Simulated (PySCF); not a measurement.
YCl2, SMILES [Y+]([Cl])[Cl], charge +1.

The structure is a stationary point at B3LYP-D3(BJ)/def2-TZVP. The spin state was assumed, not searched. The isomer is the one that the SMILES or the coordinates give; other isomers of the formula were not compared. The def2 effective core potentials stand for the cores of Y; spin–orbit coupling is left out.

These are PySCF with CAM-B3LYP/def2-TZVPD values and carry that method's errors.

Symmetry labels are those of the subgroup C2v that the program uses (full group C2v).

Computed valence orbital energies around the gap with their symmetry:
```
orbital  symmetry  energy (eV)
-------  --------  -----------
HOMO−7         A1       -28.57
HOMO−6         B2       -28.37
HOMO−5         A1       -16.41
HOMO−4         B2       -16.14
HOMO−3         A1       -15.72
HOMO−2         A2       -15.62
HOMO−1         B1       -15.49
HOMO           B2       -15.13
LUMO           A1        -7.33
LUMO+1         B1        -6.53
LUMO+2         A1        -6.48
LUMO+3         A2        -5.85
```
